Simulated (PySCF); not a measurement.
Species: C8H4F2O2S.
SMILES with atom numbers: `[O:1]=[S:2]1(=[O:3])[C:4]([F:5])=[CH:6][c:7]2[c:8]([F:9])[cH:10][cH:11][cH:12][c:13]21` (hydrogens: H14 on C6; H15 on C10; H16 on C11; H17 on C12)

Theory: PBE0-D3(BJ)/def2-SVP geometry optimisation, gas phase (PySCF).

(1) List the bond lengths, angles and torsions at this level.

Results:

(1) 
| bond | length (Å) | order |
| --- | --- | --- |
| O1=S2, S2=O3 | 1.454 | double |
| S2–C4 | 1.814 | single |
| C4–F5 | 1.306 | single |
| C4=C6 | 1.335 | double |
| C6–C7 | 1.466 | single |
| C7–C8 | 1.390 | aromatic |
| C8–F9 | 1.328 | single |
| C8–C10 | 1.393 | aromatic |
| C10–C11 | 1.393 | aromatic |
| C11–C12 | 1.400 | aromatic |
| C12–C13 | 1.381 | aromatic |
| S2–C13 | 1.783 | single |
| C7–C13 | 1.400 | aromatic |
| C6–H14 | 1.090 | single |
| C10–H15 | 1.091 | single |
| C11–H16 | 1.092 | single |
| C12–H17 | 1.091 | single |

Bonds in one row agree within 0.01 Å and their mean is given. Orders are formal, as drawn. A selection of angles:
| angle | degrees |
| --- | --- |
| O1–S2–O3 | 120.8 |
| O1–S2–C4 | 109.5 |
| O1–S2–C13 | 111.1 |
| C4–S2–C13 | 90.7 |
| S2–C4–F5 | 118.0 |
| S2–C4–C6 | 112.9 |
| F5–C4–C6 | 129.1 |
| C4–C6–C7 | 112.0 |
| C6–C7–C8 | 127.9 |
| C6–C7–C13 | 114.9 |
| C8–C7–C13 | 117.2 |
| C7–C8–F9 | 119.3 |
| C7–C8–C10 | 120.9 |
| F9–C8–C10 | 119.8 |
| C8–C10–C11 | 120.0 |
| C10–C11–C12 | 120.6 |
| C11–C12–C13 | 117.5 |
| S2–C13–C12 | 126.8 |
| S2–C13–C7 | 109.5 |
| C7–C13–C12 | 123.7 |

Dihedral angles: O1–S2–C4–F5 -67° (synclinal); S2–C4–C6–C7 0° (synperiplanar); C4–C6–C7–C8 179° (antiperiplanar); O1–S2–C13–C12 69° (synclinal).

The 2 C–F bonds span 1.306 Å (C4–F5, drawn single) to 1.328 Å (C8–F9, drawn single), a spread of 0.022 Å. S2 (sulfonyl sulfur) has angles from 90.7° to 120.8°. The C–C distances run from 1.335 Å (C4=C6, drawn double) to 1.466 Å (C6–C7, drawn single), a spread of 0.131 Å. The C–S distances run from 1.783 Å (S2–C13, drawn single) to 1.814 Å (S2–C4, drawn single), a spread of 0.031 Å. Of the pairs four or more bonds apart, F9···H14 is among the closest relative to their van der Waals radii: 2.78 Å, 104 % of the sum of Bondi's values. The 6-membered ring C7–C8–C10–C11–C12–C13 has internal angles of 117.2° to 123.7°; it is planar, 0.00 Å rms from its mean plane, widest ring torsion 0°. The 5-membered ring S2–C4–C6–C7–C13 has internal angles of 90.7° to 114.9°; it is planar, 0.00 Å rms from its mean plane, widest ring torsion 0°.

Point group: Cs (tolerance 0.08 Å). No frequency check.
